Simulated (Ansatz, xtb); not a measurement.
Two isomers of C6H12O2

Structure X is `COC(=O)C(C)(C)C`, a singlet and structure Y is `CCCCC(=O)OC`, a singlet. Both are isolated molecules in the gas phase, relaxed with r2SCAN-D4/def2-SVP; the shapes shown needn't be the lowest conformers.

X (Å):

```xyz
20

C    -0.8150   -2.3296    3.3493
C     0.1293   -0.8124    1.8270
C     1.4300   -0.3406    1.1797
C     2.0660   -1.5224    0.4276
C     2.3836    0.1459    2.2846
C     1.1077    0.7984    0.2116
O     0.3480   -1.8239    2.6946
O    -0.9725   -0.3628    1.6149
H    -0.4676   -3.1319    4.0109
H    -1.5354   -2.7200    2.6147
H    -1.3092   -1.5367    3.9307
H     2.9987   -1.1945   -0.0594
H     2.3027   -2.3485    1.1139
H     1.3915   -1.9043   -0.3558
H     2.6235   -0.6653    2.9873
H     1.9403    0.9788    2.8540
H     3.3223    0.5064    1.8333
H     0.4107    0.4665   -0.5722
H     0.6351    1.6421    0.7362
H     2.0324    1.1560   -0.2683
```

Y (Å):

```yaml
atoms:
  - { symbol: C, position_ang: [-3.6390, -0.7869, -0.6077] }
  - { symbol: C, position_ang: [-2.1497, -1.0160, -0.3813] }
  - { symbol: C, position_ang: [-1.4144, -1.4342, -1.6535] }
  - { symbol: C, position_ang: [0.0781, -1.6581, -1.4462] }
  - { symbol: C, position_ang: [0.8378, -0.3800, -1.1814] }
  - { symbol: C, position_ang: [2.8896, 0.5086, -0.4734] }
  - { symbol: O, position_ang: [0.4293, 0.7407, -1.3786] }
  - { symbol: O, position_ang: [2.0750, -0.6396, -0.7113] }
  - { symbol: H, position_ang: [-4.1503, -0.4900, 0.3213] }
  - { symbol: H, position_ang: [-4.1329, -1.6987, -0.9837] }
  - { symbol: H, position_ang: [-3.8080, 0.0102, -1.3503] }
  - { symbol: H, position_ang: [-2.0038, -1.7924, 0.3933] }
  - { symbol: H, position_ang: [-1.6885, -0.0931, 0.0113] }
  - { symbol: H, position_ang: [-1.5519, -0.6574, -2.4257] }
  - { symbol: H, position_ang: [-1.8639, -2.3613, -2.0512] }
  - { symbol: H, position_ang: [0.2832, -2.3621, -0.6214] }
  - { symbol: H, position_ang: [0.5404, -2.1143, -2.3406] }
  - { symbol: H, position_ang: [3.0369, 1.0810, -1.4018] }
  - { symbol: H, position_ang: [2.4203, 1.1703, 0.2702] }
  - { symbol: H, position_ang: [3.8481, 0.1296, -0.0996] }
```

Estimate E(Y) − E(X) at the level CCSD(T)/def2-SVP + ΔMP2/def2-TZVPP.

Calculated at CCSD(T)/def2-SVP + ΔMP2/def2-TZVPP: E(Y) − E(X) = +0.121 eV, so structure X lies lower.

How the difference moves with the method:

| level | geometry | E(Y) − E(X) (eV) | departure from the last row (eV) | job, with rough time for the two |
| --- | --- | --- | --- | --- |
| GFN2-xTB | GFN2-xTB | +0.115 | −0.005 | optimisation, 0.23 s |
| HF/STO-3G | GFN2-xTB | +0.025 | −0.096 | single point, 0.5 s |
| r2SCAN-D4/def2-SVP//GFN2-xTB | GFN2-xTB | +0.107 | −0.014 | single point, 5.1 s |
| r2SCAN-D4/def2-SVP | r2SCAN-D4/def2-SVP | +0.084 | −0.037 | optimisation, 68 s |
| HF/def2-SVP | r2SCAN-D4/def2-SVP | −0.016 | −0.137 | part of the CCSD(T) run |
| MP2/def2-SVP | r2SCAN-D4/def2-SVP | +0.176 | +0.055 | part of the CCSD(T) run |
| CCSD(T)/def2-SVP | r2SCAN-D4/def2-SVP | +0.150 | +0.029 | single point |
| CCSD(T)/def2-SVP + ΔMP2/def2-TZVPP | r2SCAN-D4/def2-SVP | +0.121 |  | single point, 4.2 min |

As drawn, both hold the same kinds of bond in the same numbers. Structure X has 4 methyl groups, Y 2.

HF/def2-SVP finds them nearly level. The largest departure from CCSD(T)/def2-SVP + ΔMP2/def2-TZVPP is that of HF/def2-SVP, 0.137 eV. The last row adds to CCSD(T) the change of the MP2 difference between the two basis sets, here −0.029 eV.

With thermal terms from frequencies at re-optimised GFN2-xTB minima (ideal gas, soft modes damped towards free rotors, one conformer each, 298.15 K, 1 atm): the zero-point term adds +0.026 eV; ΔH is +0.139 and ΔG +0.120 eV.

The correlated steps freeze 8 core orbitals. Programs: Ansatz 0.2.0, xtb 6.7.1; the last row on 4 threads of Arm Neoverse V1 on a shared host.
